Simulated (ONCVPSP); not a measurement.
## Ta (Z = 73): excitation energies, all-electron against ONCV

```
Element                 : tantalum
Generator               : ONCVPSP 4.0.1
Type                    : optimised norm-conserving Vanderbilt (ONCV)
Functional              : LDA (Perdew-Wang 92)
Relativity              : scalar-relativistic
Frozen core             : [Kr] 4d10 4f14
Valence charge          : 13
Reference configuration : 5s2 5p6 5d3 6s1.75 (charge +0.25)
Partial waves           : 5s+6s: rc 1.50 bohr, ncon 4, nbas 8, qcut 7.5 1/bohr, 2 projectors; 5p: rc 1.60 bohr, ncon 4, nbas 7, qcut 10.5 1/bohr, 2 projectors, debl 1.4 Ha; 5d: rc 1.90 bohr, ncon 4, nbas 7, qcut 4.3 1/bohr, 2 projectors, debl 3 Ha
Local potential         : polynomial inside 1.25 bohr (lpopt 5, dvloc0 4 Ha)
Core correction         : none
```

In the p channel the program set the typed energies aside and used -1.517, 0.250 Ha.

Energies are relative to the spin-unpolarised reference configuration 5s2 5p6 5d3 6s1.75; without spin polarisation the order of configurations can differ from experiment.

```tsv
valence configuration	charge	ΔE all-electron (eV)	error AE − PS (meV)
5s2 5p6 5d3 6s2	0	-1.589	+0.6
5s2 5p6 5d3 6s0	+2	22.406	-0.2
5s2 5p6 5d4 6s1	0	0.499	-3.1
```

(1) What are ΔE and the potential's error for 5s2 5p6 5d3 6s1?

Answers

(1) ΔE = 7.105 eV all-electron; the error (AE − PS) is -1.4 meV.
